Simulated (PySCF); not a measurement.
**Computed properties of CH4AlBrO, SMILES [OH][Al]([Br])[CH3]**

Al(Br)(Me)(OH) (CH₄AlBrO), SMILES [CH3][Al]([OH])[Br]. Coordinates come from a TPSSh-D3(BJ)/def2-SVP optimisation. The structure was generated by enumeration; whether it is a known compound was not checked. The values are those of a single conformer. All values are computed for the isolated molecule unless a solvent is named; none is compared with measurement here.

**Structure.** The optimised structure has Cs symmetry. All 18 harmonic modes at TPSSh-D3(BJ)/def2-SVP (PySCF) are real, so it is a minimum. With heavy atoms numbered as in [Al:1]([Br:2])([CH3:3])[OH:7], the shortest bond between them is Al1–O7 at 1.704 Å and the longest Al1–Br2 at 2.274 Å.

**Vibrations.** The strongest infrared lines (harmonic, unscaled, degenerate partners summed) lie at 715 cm⁻¹ (172 km/mol, H 64 %, C 20 %, Al 14 %), 581 cm⁻¹ (155 km/mol, H 79 %, O 15 %), 395 cm⁻¹ (144 km/mol, H 88 %, O 11 %). The softest mode is at 41 cm⁻¹ and the zero-point energy is 31.6 kcal/mol.

**Electronic structure.** CAM-B3LYP/def2-TZVP (PySCF) places the frontier levels at -9.67 and 0.43 eV, a gap of 10.10 eV, and gives a dipole moment of 0.74 D and a mean polarisability of 58.2 bohr³. PBE/def2-TZVP (PySCF) at the same geometry gives -7.03 and -1.23 eV, so its gap is 4.30 eV narrower. An orbital gap is neither the optical nor the fundamental gap.

**Excitations.** TDDFT-CAM-B3LYP/def2-SVPD (PySCF) has S1 at 6.67 eV (186 nm, f = 0.088, bright); the most intense of the 10 singlets computed lies at 7.47 eV (f = 0.21). T1 (TDA) is at 6.31 eV. TDDFT-PBE/def2-SVPD (PySCF) puts S1 at 5.75 eV. No vertical singlet excitation falls in the visible range (under 3.1 eV).

**NMR.** GIAO shifts at B3LYP/pcSseg-1 (PySCF) (non-relativistic, atoms alike by connectivity averaged): ¹³C at -10.5 ppm against TMS; ¹H from 0.2 to 3.1 ppm against TMS. Without spin–orbit terms, shifts of atoms bonded to Cl or Br come out too high.
